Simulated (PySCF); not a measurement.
**Two probes of the same atoms: core binding energy and nuclear shielding**

Species: C₄H₉F₃Si₂.
Z-matrix (Å and degrees, PBE0-D3(BJ)/def2-SVP geometry), rows numbered from 1:
```
C 
Si  1  1.8770
C   2  1.8834  1  110.21
C   3  1.3440  2  126.53  1    94.89
Si  4  1.8984  3  124.63  2     0.65
C   4  1.5057  3  119.79  2  -179.09
F   6  1.3335  4  113.68  3    -4.14
F   6  1.3411  4  110.48  3  -124.92
F   6  1.3394  4  110.77  3   116.69
H   1  1.1007  2  110.83  3   178.28
H   1  1.1005  2  110.39  3   -61.57
H   1  1.1006  2  110.73  3    58.18
H   2  1.4947  1  110.63  3  -118.90
H   2  1.4954  1  110.81  3   120.62
H   3  1.0998  2  116.76  1   -84.35
H   5  1.4925  4  108.91  3   -45.11
H   5  1.4918  4  110.42  3    74.98
H   5  1.4892  4  109.20  3  -164.52
```

Binding energies: PySCF, delta-SCF UKS SCAN, pcX-2 on the ionised atom, pcseg-1 elsewhere, spin-free X2C. Shieldings: GIAO B97-2/pcSseg-1, non-relativistic, same geometry.

| atom | C 1s (eV) |
| --- | --- |
| C1 | 290.46 |
| C3 | 290.47 |
| C4 | 290.75 |
| C6 | 297.91 |

Q: What are the absolute isotropic shieldings of these atoms?

A: 
```csv
atom,environment,C 1s (eV),isotropic shielding (ppm)
C1,Si-methyl carbon,290.46,190.5
C3,alkene CH carbon,290.47,32.1
C4,fully substituted alkene carbon,290.75,35.4
C6,CF3 carbon,297.91,56.8
```

Q: Among the listed atoms, is the one with the highest binding energy also the least shielded?

A: No. The highest binding energy is at C6 (297.91 eV, shielding 56.8 ppm), the lowest shielding at C3 (32.1 ppm, 290.47 eV).

By binding energy: C1 ≈ C3 < C4 < C6. By shielding: C3 < C4 < C6 < C1.

The structure is a single PBE0-D3(BJ)/def2-SVP conformer in the gas phase; no vibrational or solvent corrections.
